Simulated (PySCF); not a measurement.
C₂H₇BO₃, singlet, at a GFN2-xTB geometry, with bond 13-8 at 1.8 times its length; CASSCF(4,3)/STO-3G run with PySCF.

Input for PySCF:
```python
from pyscf import gto, scf, mcscf
import numpy

mol = gto.Mole()
mol.atom = '''
    B     0.003580    0.940789   -0.036275
    O     0.352239    2.070749   -0.714206
    H    -0.231186    2.822124   -0.617471
    O    -1.117430    0.847132    0.752054
    H    -1.653638    1.634640    0.826918
    O     0.841894   -0.107552   -0.165884
    C     0.599711   -1.356552    0.455207
    C    -0.379422   -2.204843   -0.347973
    H     1.574118   -1.851513    0.514334
    H     0.210330   -1.199044    1.467060
    H    -0.011847   -2.336187   -1.362309
    H    -0.495054   -3.178680    0.120207
    H    -2.119231   -1.313318   -0.417292
'''
mol.basis = 'sto-3g'
mol.charge = 0
mol.spin = 0
mol.verbose = 4
mol.build()

mf = scf.RHF(mol)
mf.kernel()
mc = mcscf.CASSCF(mf, 3, 4)
mc.fix_spin_(ss=0.0)
mc.kernel()
occ = numpy.linalg.eigvalsh(mc.fcisolver.make_rdm1(mc.ci, mc.ncas, mc.nelecas))[::-1]
ss = mc.fcisolver.spin_square(mc.ci, mc.ncas, mc.nelecas)[0]
print('natural occupations', occ.round(4), ' <S^2>', round(ss, 4))
```

What the program printed (banner, timings and long lists left out):

```
PySCF version 2.14.0

[INPUT] verbose = 4
[INPUT] num. atoms = 13
[INPUT] num. electrons = 48
[INPUT] charge = 0
[INPUT] spin (= nelec alpha-beta = 2S) = 0
[INPUT] symmetry False subgroup None
[INPUT] Mole.unit = angstrom
[INPUT] Symbol           X                Y                Z      unit          X                Y                Z       unit  Magmom
[...]
nuclear repulsion = 239.537428773513
number of shells = 25
number of NR pGTOs = 111
number of NR cGTOs = 37
basis = sto-3g
ecp = {}

******** <class 'pyscf.scf.hf.RHF'> ********
method = RHF
initial guess = minao
damping factor = 0
level_shift factor = 0
DIIS = <class 'pyscf.scf.diis.CDIIS'>
diis_start_cycle = 1
diis_space = 8
diis_damp = 0
SCF conv_tol = 1e-09
SCF conv_tol_grad = None
SCF max_cycles = 50
direct_scf = True
direct_scf_tol = 1e-13
Set gradient conv threshold to 3.16228e-05
Initial guess from minao.
init E= -325.67813394644
[...]
cycle= 1 E= -324.558357852899  delta_E= 1.12  |g|= 0.67  |ddm|= 4.33
[...]
cycle= 2 E= -324.710690792352  delta_E= -0.152  |g|= 0.18  |ddm|= 1.05
[...]
cycle= 3 E= -324.720539604166  delta_E= -0.00985  |g|= 0.0381  |ddm|= 0.253
[...]
cycle= 4 E= -324.721132562312  delta_E= -0.000593  |g|= 0.0124  |ddm|= 0.0706
[...]
cycle= 5 E= -324.721195841264  delta_E= -6.33e-05  |g|= 0.00208  |ddm|= 0.0213
[...]
cycle= 6 E= -324.721197929221  delta_E= -2.09e-06  |g|= 0.000549  |ddm|= 0.00382
[...]
cycle= 7 E= -324.721198119803  delta_E= -1.91e-07  |g|= 0.000161  |ddm|= 0.00114
[...]
cycle= 8 E= -324.72119813935  delta_E= -1.95e-08  |g|= 2.64e-05  |ddm|= 0.000434
[...]
cycle= 9 E= -324.721198139929  delta_E= -5.79e-10  |g|= 4.33e-06  |ddm|= 7.4e-05
[...]
Extra cycle  E= -324.721198139941  delta_E= -1.24e-11  |g|= 1.72e-06  |ddm|= 8.09e-06
converged SCF energy = -324.721198139941

******** <class 'pyscf.mcscf.mc1step.CASSCF'> ********
CAS (2e+2e, 3o), ncore = 22, nvir = 12
max_cycle_macro = 50
max_cycle_micro = 4
conv_tol = 1e-07
conv_tol_grad = None
orbital rotation max_stepsize = 0.02
orbital rotation threshold for CI restart = 0.01
augmented hessian ah_max_cycle = 30
augmented hessian ah_conv_tol = 1e-12
augmented hessian ah_linear dependence = 1e-14
augmented hessian ah_level shift = 1e-08
augmented hessian ah_start_tol = 2.5
augmented hessian ah_start_cycle = 3
augmented hessian ah_grad_trust_region = 3
kf_trust_region = 3
kf_interval = 4
ci_response_space = 4
ci_grad_trust_region = 3
with_dep4 0
natorb = False
canonicalization = True
sorting_mo_energy = False
ao2mo_level = 2
internal_rotation = False
******** <class 'pyscf.fci.addons.SpinPenaltyFCISolver'> ********
max. cycles = 50
conv_tol = 1e-08
davidson only = True
linear dependence = 1e-12
level shift = 0.001
max iter space = 12
nroots = 1
pspace_size = 400
spin = None
CASCI E = -324.794179733701  S^2 = 0.0000000
Set conv_tol_grad to 0.000316228
macro iter   1 ( 21 JK    4 micro), CASSCF E = -324.807828391359  dE = -1.36486577e-02  S^2 = 0.0000000
               |grad[o]|=0.0566  |grad[c]|=0.0236  |ddm|=0.0255  |maxRot[o]|=0.097
macro iter   2 ( 20 JK    4 micro), CASSCF E = -324.808214772059  dE = -3.86380701e-04  S^2 = 0.0000000
               |grad[o]|=0.0117  |grad[c]|=0.00569  |ddm|=0.00132  |maxRot[o]|=0.151
macro iter   3 (  7 JK    2 micro), CASSCF E = -324.808236212937  dE = -2.14408771e-05  S^2 = 0.0000000
               |grad[o]|=0.00285  |grad[c]|=0.000307  |ddm|=0.000253  |maxRot[o]|=0.0699
macro iter   4 (  7 JK    2 micro), CASSCF E = -324.808241653769  dE = -5.44083230e-06  S^2 = 0.0000000
               |grad[o]|=0.00169  |grad[c]|=0.00167  |ddm|=0.00014  |maxRot[o]|=0.0689
macro iter   5 (  7 JK    2 micro), CASSCF E = -324.808248901958  dE = -7.24818955e-06  S^2 = 0.0000000
               |grad[o]|=0.00144  |grad[c]|=0.00248  |ddm|=0.000204  |maxRot[o]|=0.0695
macro iter   6 (  7 JK    2 micro), CASSCF E = -324.808261642424  dE = -1.27404653e-05  S^2 = 0.0000000
               |grad[o]|=0.00132  |grad[c]|=0.00157  |ddm|=0.000317  |maxRot[o]|=0.0698
macro iter   7 (  7 JK    2 micro), CASSCF E = -324.808277967668  dE = -1.63252440e-05  S^2 = 0.0000000
               |grad[o]|=0.0012  |grad[c]|=0.000555  |ddm|=0.000436  |maxRot[o]|=0.0699
macro iter   8 (  7 JK    2 micro), CASSCF E = -324.808297444215  dE = -1.94765475e-05  S^2 = 0.0000000
               |grad[o]|=0.00112  |grad[c]|=0.000822  |ddm|=0.000552  |maxRot[o]|=0.0699
macro iter   9 (  7 JK    2 micro), CASSCF E = -324.808319964037  dE = -2.25198223e-05  S^2 = 0.0000000
               |grad[o]|=0.00104  |grad[c]|=0.00135  |ddm|=0.000626  |maxRot[o]|=0.0699
macro iter  10 (  7 JK    2 micro), CASSCF E = -324.808344972230  dE = -2.50081925e-05  S^2 = 0.0000000
               |grad[o]|=0.000981  |grad[c]|=0.0019  |ddm|=0.000644  |maxRot[o]|=0.0699
macro iter  11 (  7 JK    2 micro), CASSCF E = -324.808371516332  dE = -2.65441018e-05  S^2 = 0.0000000
               |grad[o]|=0.000897  |grad[c]|=0.00211  |ddm|=0.0006  |maxRot[o]|=0.0699
macro iter  12 (  7 JK    2 micro), CASSCF E = -324.808398024310  dE = -2.65079785e-05  S^2 = 0.0000000
               |grad[o]|=0.000812  |grad[c]|=0.00216  |ddm|=0.000501  |maxRot[o]|=0.0699
macro iter  13 (  7 JK    2 micro), CASSCF E = -324.808422394552  dE = -2.43702415e-05  S^2 = 0.0000000
               |grad[o]|=0.000704  |grad[c]|=0.0021  |ddm|=0.000373  |maxRot[o]|=0.0698
macro iter  14 (  7 JK    2 micro), CASSCF E = -324.808442623145  dE = -2.02285930e-05  S^2 = 0.0000000
               |grad[o]|=0.000581  |grad[c]|=0.00216  |ddm|=0.000238  |maxRot[o]|=0.0699
macro iter  15 (  7 JK    2 micro), CASSCF E = -324.808457221364  dE = -1.45982190e-05  S^2 = 0.0000000
               |grad[o]|=0.00044  |grad[c]|=0.00249  |ddm|=0.000135  |maxRot[o]|=0.0699
macro iter  16 (  7 JK    2 micro), CASSCF E = -324.808465175938  dE = -7.95457436e-06  S^2 = 0.0000000
               |grad[o]|=0.000287  |grad[c]|=0.00316  |ddm|=0.000108  |maxRot[o]|=0.0698
macro iter  17 (  4 JK    1 micro), CASSCF E = -324.808466477418  dE = -1.30148027e-06  S^2 = 0.0000000
               |grad[o]|=0.000121  |grad[c]|=0.00129  |ddm|=7.8e-05  |maxRot[o]|= 0.04
macro iter  18 (  7 JK    1 micro), CASSCF E = -324.808466499425  dE = -2.20068728e-08  S^2 = 0.0000000
               |grad[o]|=3.09e-05  |grad[c]|=2.38e-05  |ddm|=1.2e-05  |maxRot[o]|=0.00596
1-step CASSCF converged in  18 macro (150 JK  38 micro) steps
CASSCF canonicalization
Density matrix diagonal elements [1.99160102 1.73024194 0.27815705]
CASSCF energy = -324.808466499425
CASCI E = -324.808466499425  E(CI) = -4.77990709410824  S^2 = 0.0000000
natural occupations [1.9998 1.7222 0.2781]  <S^2> 0.0
```
